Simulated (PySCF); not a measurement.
H5B3N3, charge -2, doublet, geometry from GFN2-xTB of the parent state (a state made from the parent by changing its charge; the spin is typed, not shown lowest) (a gas-phase anion, which may not be bound at this level); PBE/3-21G run with PySCF.

Here is a job for PySCF.
```python
from pyscf import gto, scf, dft

mol = gto.Mole()
mol.atom = '''
    B    -0.90282042    1.08164098    0.28505070
    N    -1.49487242   -0.14062443    0.03058787
    B    -0.69616374   -1.23205932   -0.25233251
    N     0.76741479   -1.10795947   -0.28538343
    B     1.38682116    0.13045991   -0.02837694
    N     0.55835230    1.23267596    0.25825577
    H    -1.52290935    2.09006731    0.54150788
    H    -1.12727750   -2.33937354   -0.48728013
    H     1.33487180   -1.92061508   -0.49489597
    H     2.58747553    0.24340690   -0.05294456
    H     0.97239181    2.13766211    0.44768506
'''
mol.basis = '3-21g'
mol.charge = -2
mol.spin = 1
mol.verbose = 4
mol.build()

mf = dft.ROKS(mol)
mf.xc = 'pbe'
mf.kernel()
mf.analyze()
```

Predict the main parts of the log of this PySCF run.


```
PySCF version 2.14.0

[INPUT] verbose = 4
[INPUT] num. atoms = 11
[INPUT] num. electrons = 43
[INPUT] charge = -2
[INPUT] spin (= nelec alpha-beta = 2S) = 1
[INPUT] symmetry False subgroup None
[INPUT] Mole.unit = angstrom
[INPUT] Symbol           X                Y                Z      unit          X                Y                Z       unit  Magmom
[...]
nuclear repulsion = 188.810032769161
number of shells = 40
number of NR pGTOs = 105
number of NR cGTOs = 64
basis = 3-21g
ecp = {}

******** <class 'pyscf.dft.roks.ROKS'> ********
method = ROKS
initial guess = minao
damping factor = 0
level_shift factor = 0
DIIS = <class 'pyscf.scf.diis.CDIIS'>
diis_start_cycle = 1
diis_space = 8
diis_damp = 0
SCF conv_tol = 1e-09
SCF conv_tol_grad = None
SCF max_cycles = 50
direct_scf = True
direct_scf_tol = 1e-13
num. doubly occ = 21  num. singly occ = 1
XC library pyscf.dft.libxc version 7.1.2
    S. Lehtola, C. Steigemann, M. J. T. Oliveira, and M. A. L. Marques,  SoftwareX 7, 1–5 (2018)
XC functionals = pbe
    J. P. Perdew, K. Burke, and M. Ernzerhof,  Phys. Rev. Lett. 77, 3865 (1996)
    J. P. Perdew, K. Burke, and M. Ernzerhof,  Phys. Rev. Lett. 78, 1396 (1997)
    J. P. Perdew, K. Burke, and M. Ernzerhof,  Phys. Rev. Lett. 77, 3865 (1996)
    J. P. Perdew, K. Burke, and M. Ernzerhof,  Phys. Rev. Lett. 78, 1396 (1997)
radial grids:
    Treutler-Ahlrichs [JCP 102, 346 (1995); DOI:10.1063/1.469408] (M4) radial grids

becke partition: Becke, JCP 88, 2547 (1988); DOI:10.1063/1.454033
pruning grids: <function nwchem_prune>
grids dens level: 3
symmetrized grids: False
atomic radii adjust function: <function treutler_atomic_radii_adjust>
small_rho_cutoff = 0
Set gradient conv threshold to 3.16228e-05
tot grids = 132888
init E= -240.763576691889
[...]
cycle= 1 E= -239.792643834946  delta_E= 0.971  |g|= 0.943  |ddm|= 2.49
[...]
cycle= 2 E= -236.953892611711  delta_E= 2.84  |g|= 2.67  |ddm|= 7.71
[...]
cycle= 3 E= -239.920523383368  delta_E= -2.97  |g|= 0.756  |ddm|= 7.52
[...]
cycle= 4 E= -240.039882837143  delta_E= -0.119  |g|= 0.309  |ddm|= 1.84
[...]
cycle= 5 E= -240.032348111721  delta_E= 0.00753  |g|= 0.352  |ddm|= 1.67

WARN: HOMO 0.421178139317077 >= LUMO 0.413426785238793

cycle= 6 E= -240.066928748716  delta_E= -0.0346  |g|= 0.127  |ddm|= 1.66
[...]
cycle= 7 E= -240.062674118136  delta_E= 0.00425  |g|= 0.189  |ddm|= 1.67

WARN: HOMO 0.42480847734378 >= LUMO 0.412695455260366

cycle= 8 E= -240.069384297149  delta_E= -0.00671  |g|=  0.1  |ddm|= 1.67
[...]
[...]
[...]
cycle= 39 E= -240.051046253153  delta_E= 0.023  |g|= 0.252  |ddm|= 1.67

WARN: HOMO 0.434068155462691 >= LUMO 0.404473620532908

cycle= 40 E= -240.074091208017  delta_E= -0.023  |g|= 1.65e-06  |ddm|= 1.67
[...]
cycle= 41 E= -240.05104632165  delta_E= 0.023  |g|= 0.252  |ddm|= 1.67

WARN: HOMO 0.434068055409677 >= LUMO 0.404473702398232

cycle= 42 E= -240.074091208018  delta_E= -0.023  |g|= 7.33e-07  |ddm|= 1.67
[...]
cycle= 43 E= -240.051046446044  delta_E= 0.023  |g|= 0.252  |ddm|= 1.67

WARN: HOMO 0.434068004328539 >= LUMO 0.404473726288358

cycle= 44 E= -240.074091208018  delta_E= -0.023  |g|= 3.56e-07  |ddm|= 1.67
[...]
cycle= 45 E= -240.051046505411  delta_E= 0.023  |g|= 0.252  |ddm|= 1.67

WARN: HOMO 0.43406793534094 >= LUMO 0.404473784791088

cycle= 46 E= -240.074091208018  delta_E= -0.023  |g|= 8.3e-07  |ddm|= 1.67
[...]
cycle= 47 E= -240.051046612345  delta_E= 0.023  |g|= 0.252  |ddm|= 1.67

WARN: HOMO 0.434067970416386 >= LUMO 0.404473764336202

cycle= 48 E= -240.074091208017  delta_E= -0.023  |g|= 4.64e-07  |ddm|= 1.67
[...]
cycle= 49 E= -240.051046622739  delta_E= 0.023  |g|= 0.252  |ddm|= 1.67

WARN: HOMO 0.434067977263124 >= LUMO 0.404473752124676

cycle= 50 E= -240.074091208019  delta_E= -0.023  |g|= 3.38e-07  |ddm|= 1.67
SCF not converged.
SCF energy = -240.074091208019
**** SCF Summaries ****
Total Energy =                        -240.074091208018729
Nuclear Repulsion Energy =             188.810032769161410
One-electron Energy =                 -716.456974714877560
Two-electron Energy =                  287.572850737697422
Two-electron Coulomb Energy =          322.620326810139488
DFT Exchange-Correlation Energy =      -35.047476072442073
HOMO-LUMO gap [eV] =                    -0.805299884205091
**** MO energy ****
                Roothaan           | alpha              | beta
[...]
 ** Mulliken pop on meta-lowdin orthogonal AOs  **
 ** Mulliken pop  **
 ** Mulliken atomic charges  **
charge of    0B =     -0.16552
charge of    1N =     -0.49880
charge of    2B =     -0.16554
charge of    3N =     -0.30076
charge of    4B =     -0.46665
charge of    5N =     -0.30077
charge of    6H =     -0.12787
charge of    7H =     -0.12787
charge of    8H =      0.12924
charge of    9H =     -0.10471
charge of   10H =      0.12924

WARN: System has nonzero charge -2; the dipole moment is origin-dependent.
Location of origin: [0. 0. 0.]

Dipole moment(X, Y, Z, Debye):  2.17753,  0.20488, -0.04451
```

Convergence was not reached.
